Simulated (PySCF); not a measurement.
Gas-phase reaction: SnHF₃ + HF = SnH₂F₂ + 2 F, at 500 K and a standard pressure of 1 bar. Level: BLYP/def2-TZVP†.

Method: PySCF energies plus ideal-gas RRHO corrections (1 bar). † marks an energy on the PBE0/def2-TZVP geometry and frequencies. Open shells (unrestricted): F (multiplicity 2, electronic degeneracy 6); the rest are closed-shell singlets. Spin-orbit splitting is ignored; it lowers the true energy and changes the entropy of F. Sn: scalar-relativistic def2 core potential, no spin-orbit coupling. SnHF₃, SnH₂F₂: computed as isolated molecules; such fragments, hydroxides, amides, oligomers or adducts are transient or little studied in the gas. The harmonic model lacks anharmonicity and excited electronic states, which grow with temperature; levels with a mode under 35 cm⁻¹ are left out.

```csv
species,E (Ha),H(500 K) − E (kJ/mol),S°(500 K) (J/mol/K)
SnHF₃,-514.58653,67.5,356.3
HF,-100.47910,39.4,188.7
SnH₂F₂,-415.26025,75.7,331.1
F,-99.76088,10.4,171.2
```
E: electronic energy; H − E holds the zero-point and thermal terms. 1 Ha = 2625.5 kJ/mol.

Question: Work out ΔH°, ΔS°, ΔG° and log10 K from these numbers.

Answer: 1. ΔE = 1×(-415.26025) + 2×(-99.76088) − 1×(-514.58653) − 1×(-100.47910) = 0.28362 Ha = 744.6 kJ.
2. Δ(H − E) = 1×(75.7) + 2×(10.4) − 1×(67.5) − 1×(39.4) = -10.4 kJ, so ΔH° = 734.2 kJ.
3. ΔS° = 1×(331.1) + 2×(171.2) − 1×(356.3) − 1×(188.7) = 128.5 J/K; the number of gas molecules changes by +1.
4. ΔG° = ΔH° − TΔS° = 734.2 − 500×(128.5)/1000 = 670.0 kJ.
5. log10 K = −ΔG°/(RT ln 10) = -70.01, with RT ln 10 = 9.57 kJ/mol; at standard pressures the reactants are favoured.
6. A shift of 10 kJ in ΔE would move log10 K by 1.04 here.
For scale, ΔH°(298 K) is 734 kJ at this level, 721 kJ at ωB97M-V/def2-TZVP†, and runs from 463 to 877 kJ over the 18 levels computed.
